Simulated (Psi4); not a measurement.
Method: SAPT0/jun-cc-pVDZ, frozen core (Psi4).

Psi4 input:

```
molecule {
0 1
C 1.20424286 0.46655169 -0.01298069
C 0.11731329 -0.60400846 0.03866038
C -1.29128729 -0.01831223 -0.01573612
H 2.20290010 0.02756416 0.02731107
H 1.11077091 1.16055069 0.82608208
H 1.13410069 1.05214999 -0.93305829
H 0.25379286 -1.30181518 -0.79285536
H 0.23102042 -1.19447183 0.95266076
H -2.05295633 -0.79939642 0.02195290
H -1.44335296 0.55184399 -0.93562003
H -1.46654456 0.65934360 0.82358329
--
1 1
O -1.69096501 -1.25726698 -2.71911417
H -2.02461707 -2.17562622 -2.63002707
H -0.92108328 -1.17913756 -3.32229524
H -1.55903339 -0.80534110 -1.85829775
units angstrom
symmetry c1
no_reorient
no_com
}
set basis jun-cc-pvdz
set scf_type df
set freeze_core true
energy('sapt0')
```

Part of the output:

```
    SAPT Results
  --------------------------------------------------------------------------------------------------------
    Electrostatics                 -3.14129313 [mEh]      -1.97119120 [kcal/mol]      -8.24746397 [kJ/mol]
      Elst10,r                     -3.14129313 [mEh]      -1.97119120 [kcal/mol]      -8.24746397 [kJ/mol]

    Exchange                       13.90326810 [mEh]       8.72443245 [kcal/mol]      36.50302537 [kJ/mol]
      Exch10                       13.90326810 [mEh]       8.72443245 [kcal/mol]      36.50302537 [kJ/mol]
      Exch10(S^2)                  13.80446648 [mEh]       8.66243349 [kcal/mol]      36.24362174 [kJ/mol]

    Induction                     -19.24005932 [mEh]     -12.07331950 [kcal/mol]     -50.51476879 [kJ/mol]
      Ind20,r                     -20.42030660 [mEh]     -12.81393585 [kcal/mol]     -53.61350760 [kJ/mol]
      Exch-Ind20,r                  4.93652244 [mEh]       3.09771460 [kcal/mol]      12.96083789 [kJ/mol]
      delta HF,r (2)               -3.75627516 [mEh]      -2.35709825 [kcal/mol]      -9.86209908 [kJ/mol]

    Dispersion                     -4.03685891 [mEh]      -2.53316721 [kcal/mol]     -10.59877162 [kJ/mol]
      Disp20                       -4.46942479 [mEh]      -2.80460640 [kcal/mol]     -11.73447317 [kJ/mol]
      Exch-Disp20                   0.43256588 [mEh]       0.27143918 [kcal/mol]       1.13570155 [kJ/mol]
      Disp20 (SS)                  -2.23471239 [mEh]      -1.40230320 [kcal/mol]      -5.86723658 [kJ/mol]
      Disp20 (OS)                  -2.23471239 [mEh]      -1.40230320 [kcal/mol]      -5.86723658 [kJ/mol]
      Exch-Disp20 (SS)              0.26177737 [mEh]       0.16426778 [kcal/mol]       0.68729639 [kJ/mol]
      Exch-Disp20 (OS)              0.17078851 [mEh]       0.10717141 [kcal/mol]       0.44840516 [kJ/mol]

  Total HF                         -8.47808435 [mEh]      -5.32007825 [kcal/mol]     -22.25920738 [kJ/mol]
  Total SAPT0                     -12.51494326 [mEh]      -7.85324546 [kcal/mol]     -32.85797900 [kJ/mol]
```
